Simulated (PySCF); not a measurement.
Choosing a molecule for a target property.

Species are written as SMILES; each is one conformer at its optimised geometry, gas phase, non-relativistic unless stated. Electronic properties by PySCF.

The conformers computed, where there is a choice (atom-mapped SMILES and torsion angles):
- `[CH2:1]=[CH:2][C:3](=[O:4])[SiH2:5][N:6]([SiH3:7])[SiH3:8]`: C1–C2–C3–O4 178°, C2–C3–Si5–N6 -178°, C3–Si5–N6–Si7 174°
- `[CH3:1][c:2]1[cH:3][cH:4][cH:5][c:6](-[n:7]2[cH:8][n:9][n:10][cH:11]2)[cH:12]1`: C5–C6–N7–C8 146°
- `[N:1]#[C:2][Si@H:3]([SiH3:4])[O:5][CH2:6][CH2:7][SiH3:8]`: C2–Si3–O5–C6 -55°, Si3–O5–C6–C7 177°, O5–C6–C7–Si8 179°
- `[Cl:1][c:2]1[p:3][cH:4][o:5][c:6]1-[c:7]1[cH:8][cH:9][cH:10][cH:11][cH:12]1`: O5–C6–C7–C8 180°
- `[CH3:1][S:2][c:3]1[cH:4][n:5][c:6]([CH3:7])[n:8][n:9]1`: C1–S2–C3–C4 180°

Question: Wanted: dipole moment between 3 D and 3.6 D (PBE0/pcSseg-1) and HOMO energy below -8 eV (PBE0/pcSseg-1), at GFN2-xTB geometries. Which candidate meets both?
A. `ClC1=C(C2=CC=CC=C2)OC=P1`
B. `CC1=CC(N2C=NN=C2)=CC=C1`
C. `CSc1cnc(C)nn1`
D. `N#C[Si@H]([SiH3])OCC[SiH3]`
E. `C=CC(=O)[SiH2]N([SiH3])[SiH3]`

Answer: D. Computed values:
```csv
species,dipole moment,HOMO energy
CSc1cnc(C)nn1,0.97 D,-6.80 eV
ClC1=C(C2=CC=CC=C2)OC=P1,1.88 D,-6.56 eV
N#C[Si@H]([SiH3])OCC[SiH3],3.46 D,-8.69 eV
C=CC(=O)[SiH2]N([SiH3])[SiH3],3.65 D,-7.35 eV
CC1=CC(N2C=NN=C2)=CC=C1,6.65 D,-7.16 eV
```
